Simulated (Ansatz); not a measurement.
The cluster Na₂Pb⁻: single points at one geometry.

```yaml
crystal:
  periodic: [false, false, false]
  atoms:
    - {symbol: Na, position_ang: [1.842728, -0.819221, -0.615333]}
    - {symbol: Na, position_ang: [-1.235041, -0.195999, 1.697030]}
    - {symbol: Pb, position_ang: [-0.607686, 1.015220, -1.081696]}
basis:
  gaussian: {orbitals: def2-TZVPD, initial_orbitals: start.molden}
total_charge: -1
magnetization: {spin_polarized: true, initial_magnetization: 1}
correlation: {method: mp2}
scf: {omitted_lower_state_checks: [starts]}
output: {orbitals: {seedname: orbitals}}
```

The file start.molden holds the orbitals of an earlier run on this structure, at another level or in another basis.

```sh
$ ansatz run in.yaml --threads 4 --pin off --events-out ev --progress --plain --max-ram 3916MiB
```

It prints (some lines left out):

```
Functional definition: HF
1177 factors; integrals over basis functions are off by at most 3.3e-4 eV
mean field evaluation 1: about -14029.4439 eV, gradient 1.3e1 eV
mean field evaluation 2: about -14030.2675 eV, gradient 1.7e0 eV
mean field evaluation 4: about -14030.3807 eV, gradient 4.4e-1 eV
mean field evaluation 8: about -14030.3837 eV, gradient 6.7e-4 eV
mean field -14030.38370902 eV, -515.6070911709 hartree, gradient 4.1e-6 eV, S^2 2.443962; 0 other end points of the search recorded, 0 dependent functions left out
6 core orbitals not correlated: weight in the atoms' cores, before any rotation towards them, 1.000 or more for the frozen orbitals, at most 0.000 for the correlated occupied ones
reference -14030.38370902 eV, -515.6070911709 hartree; 17, 16 occupied and 103, 104 virtual orbitals, 1177 factors
second order -19.39563476 eV of doubles, -0.00000000 eV of singles
Total energy: -14049.77934378 eV, -516.3198676013 hartree
Checks for a lower state left out: starts
```

Run time 1.4 s (4 threads of Intel Xeon Platinum 8488C on a shared host).

The first input with `hamiltonian: {xc: {name: BLYP}, dispersion: d4}` and without the key `correlation` (abridged; 1.6 s):

```
Functional definition: BLYP
mean field -14081.51008836 eV, -517.4859509569 hartree, gradient 1.8e-5 eV, S^2 0.797659
Total energy: -14081.60757410 eV, -517.4895334917 hartree
Checks for a lower state left out: starts
```

First input, but with `hamiltonian: {xc: pbe}`, `correlation: {method: rpa}` and without the key `output` (abridged; 2.5 s):

```
Functional definition: PBE
mean field -14076.76069774 eV, -517.3114140708 hartree, gradient 1.7e-6 eV, S^2 1.002223
6 core orbitals not correlated: weight in the atoms' cores, before any rotation towards them, 1.000 or more for the frozen orbitals, at most 0.000 for the correlated occupied ones
Total energy: -14057.28307728 eV, -516.5956247213 hartree
Checks for a lower state left out: starts
```

As the first input, with `gaussian: {orbitals: "def2-TZVPPD.json", initial_orbitals: start.molden}`, `correlation: {method: ccsd_t}`, `scf: {omitted_lower_state_checks: [starts, cluster_reference]}` (abridged; 16 s):

```
Functional definition: HF
mean field -14030.38370902 eV, -515.6070911709 hartree, gradient 4.1e-6 eV, S^2 2.443962
6 core orbitals not correlated: weight in the atoms' cores, before any rotation towards them, 1.000 or more for the frozen orbitals, at most 0.000 for the correlated occupied ones
second order -19.39563476 eV of doubles, -0.00000000 eV of singles
cycle   1  -18.61056498 eV  change    7.9e-1 eV  update   1.1e-1
cycle   2  -19.08334418 eV  change   -4.7e-1 eV  update   5.6e-2
cycle   3  -19.17360030 eV  change   -9.0e-2 eV  update   5.0e-2
cycle   4  -19.14783586 eV  change    2.6e-2 eV  update   3.0e-2
cycle   5  -19.18756712 eV  change   -4.0e-2 eV  update   1.9e-2
cycle   6  -19.21540031 eV  change   -2.8e-2 eV  update   1.0e-2
cycle   7  -19.22037925 eV  change   -5.0e-3 eV  update   5.0e-3
cycle   8  -19.22347035 eV  change   -3.1e-3 eV  update   2.9e-3
cycle   9  -19.22435798 eV  change   -8.9e-4 eV  update   1.6e-3
cycle  10  -19.22477793 eV  change   -4.2e-4 eV  update   8.0e-4
cycle  11  -19.22502568 eV  change   -2.5e-4 eV  update   3.8e-4
cycle  12  -19.22480734 eV  change    2.2e-4 eV  update   1.8e-4
cycle  13  -19.22474200 eV  change    6.5e-5 eV  update   9.6e-5
cycle  14  -19.22476239 eV  change   -2.0e-5 eV  update   4.4e-5
cycle  15  -19.22477618 eV  change   -1.4e-5 eV  update   2.1e-5
perturbative correction -0.44764637 eV, -0.0164507007 hartree
Total energy: -14050.05613157 eV, -516.3300393652 hartree
Checks for a lower state left out: starts, cluster_reference
```

First input, but with `hamiltonian: {xc: pbe0, dispersion: d4}` and without the key `correlation`, `scf` (abridged; 20 s):

```
Functional definition: PBE0
mean field evaluation 16: about -14076.5743 eV, gradient 5.0e-2 eV
mean field evaluation 32: about -14072.5837 eV, gradient 1.7e1 eV
mean field evaluation 64: about -14076.5748 eV, gradient 1.2e-3 eV
mean field evaluation 96: about -14076.5748 eV, gradient 2.7e-4 eV
mean field evaluation 128: about -14075.8652 eV, gradient 2.7e-1 eV
mean field evaluation 160: about -14074.6909 eV, gradient 3.9e0 eV
mean field evaluation 192: about -14075.9086 eV, gradient 1.6e-1 eV
mean field -14076.57482450 eV, -517.3045833553 hartree, gradient 1.6e-5 eV, S^2 1.409452; 17 other end points of the search recorded, 0 dependent functions left out
Total energy: -14076.61897528 eV, -517.3062058666 hartree
```

The first input with `hamiltonian: {xc: r2scan, dispersion: d4}`, `output: {forces: true, orbitals: {seedname: orbitals}}` and without the key `correlation` (abridged; 2.8 s):

```
Functional definition: r2SCAN
mean field -14082.90629774 eV, -517.5372607053 hartree, gradient 3.5e-5 eV, S^2 1.558051
Total energy: -14082.91460594 eV, -517.5375660258 hartree
Atom 0 force    -0.005003     0.006919    -0.006424 eV/Å
Atom 1 force    -0.003310     0.006004    -0.006708 eV/Å
Atom 2 force     0.008314    -0.012923     0.013132 eV/Å
Dipole moment:    -0.270254     0.451432    -0.480950 e Å
Checks for a lower state left out: starts
```

Geometry: PBE0-D4/def2-TZVPD.

In the def2 sets Pb takes a core potential; there is no spin–orbit coupling. Correlated methods freeze 6 core orbitals; core or outer-core shells of Na, Pb are correlated, in sets that lack core-valence functions. At MP2/def2-TZVPD, RPA@PBE/def2-TZVPD, CCSD(T)/def2-TZVPPD, PBE0-D4/def2-TZVPD and others the charge -1 doublet is spin-contaminated (final ⟨S²⟩ up to 2.44, 0.75 for a pure state). At BLYP-D4/def2-TZVPD, PBE0-D4/def2-TZVPD, r2SCAN-D4/def2-TZVPD the highest occupied level of the charge -1 doublet lies above zero (up to 0.66 eV). It is a level of α spin, whose loss leaves a singlet; that state wasn't run at this geometry and level. The electron is either unbound and held by the finite basis, or the level is raised by self-interaction error. At CCSD(T)/def2-TZVPPD T1 of the charge -1 doublet is large (up to 0.053), so the single-reference result is doubtful. The geometry of the doublet was relaxed on an unsound state (⟨S²⟩ 1.41, where a pure state has 0.75). The structure comes from a short search, and lower isomers may exist.
